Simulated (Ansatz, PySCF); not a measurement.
Si(F)(OH)(SeH)2 (FH₃OSe₂Si), SMILES O[Si](F)([SeH])[SeH]. Atoms are numbered in the order given.

```xyz
8

O     -0.5761    -0.7029     1.9106
Si    -0.4654    -0.2567     0.3276
F     -1.8755    -0.5969    -0.4028
Se     1.2678    -1.3724    -0.5395
Se    -0.2294     1.9471    -0.0537
H     -1.3081    -0.3301     2.4164
H      1.0573    -2.5109     0.3621
H      1.0407     1.9855     0.6788
```
Charge 0, spin multiplicity 1.

The structure is a stationary point at ωB97X-D3(BJ)/def2-SVP. The values are those of a single conformer.

Two levels are set side by side: PBE-D3(BJ)/def2-SVP (Ansatz, an electronic-structure program) and ωB97X-D3(BJ)/def2-SVP (PySCF). Each level has its own optimised geometry; the coordinates shown are those of the second. Frequencies come from the Hessian of PySCF at each geometry. Differences are taken from unrounded values.

```
quantity                            ωB97X-D3(BJ)  PBE-D3(BJ)  PBE-D3(BJ) minus ωB97X-D3(BJ)
----------------------------------  ------------  ----------  -----------------------------
mean bond length (Å)                       1.665       1.687                          0.021
bond O1–Si2 (Å)                            1.648       1.666                          0.018
bond Si2–F3 (Å)                            1.624       1.639                          0.015
bond Si2–Se4 (Å)                           2.236       2.269                          0.032
bond Si2–Se5 (Å)                           2.249       2.283                          0.034
bond O1–H6 (Å)                             0.965       0.976                          0.011
bond Se4–H7 (Å)                            1.467       1.487                          0.020
bond Se5–H8 (Å)                            1.467       1.486                          0.019
highest harmonic wavenumber (cm⁻¹)          3910        3730                           -180
mean harmonic wavenumber (cm⁻¹)              861         815                            -46
zero-point energy (kcal/mol)               22.15       20.96                          -1.19
```

Exact exchange shortens and stiffens bonds; PBE has none. Differences between two approximate levels are no errors against the true value.
